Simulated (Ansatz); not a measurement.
```yaml
crystal:
  periodic: [false, false, false]
  atoms:
    - {symbol: C, position_ang: [-0.738374, -0.673494, 1.652335]}
    - {symbol: Si, position_ang: [-0.204759, -0.621285, -0.151603]}
    - {symbol: Si, position_ang: [2.107384, -0.251652, -0.309255]}
    - {symbol: D, position_ang: [-1.108867, 0.828037, -1.232066]}
    - {symbol: O, position_ang: [-1.767473, 1.810905, -0.574461]}
    - {symbol: H, position_ang: [-0.191750, -1.437594, 2.208573]}
    - {symbol: H, position_ang: [-0.558306, 0.292859, 2.128418]}
    - {symbol: H, position_ang: [-1.806079, -0.891004, 1.729623]}
    - {symbol: H, position_ang: [-0.451631, -1.944296, -0.803496]}
    - {symbol: H, position_ang: [2.469943, 1.066945, 0.283845]}
    - {symbol: H, position_ang: [2.875209, -1.301544, 0.417988]}
    - {symbol: H, position_ang: [2.555423, -0.251119, -1.729632]}
    - {symbol: H, position_ang: [-1.049807, 0.865309, -2.436333]}
    - {symbol: H, position_ang: [-2.144014, 2.478933, -1.155035]}
basis:
  gaussian: {orbitals: x2c-TZVPPall}
hamiltonian: {xc: {name: r2SCAN50}, dispersion: d3bjatm}
output: {forces: true}
```

```sh
$ ansatz run in.yaml --threads 4 --pin off --events-out ev --progress --plain --max-ram 10444MiB
```

Output, abridged:

```
Error: YAML parse error: error: line 7 column 16: `D` is not an element symbol (H … Og, case-exact)
 --> <input>:7:16
5 |     - {symbol: Si, position_ang: [-0.204759, -0.621285, -0.151603]}
6 |     - {symbol: Si, position_ang: [2.107384, -0.251652, -0.309255]}
7 |     - {symbol: D, position_ang: [-1.108867, 0.828037, -1.232066]}
8 |     - {symbol: O, position_ang: [-1.767473, 1.810905, -0.574461]}
9 |     - {symbol: H, position_ang: [-0.191750, -1.437594, 2.208573]}
```

What is wrong with this run?

An element symbol is wrong. The input was rejected before any iteration.
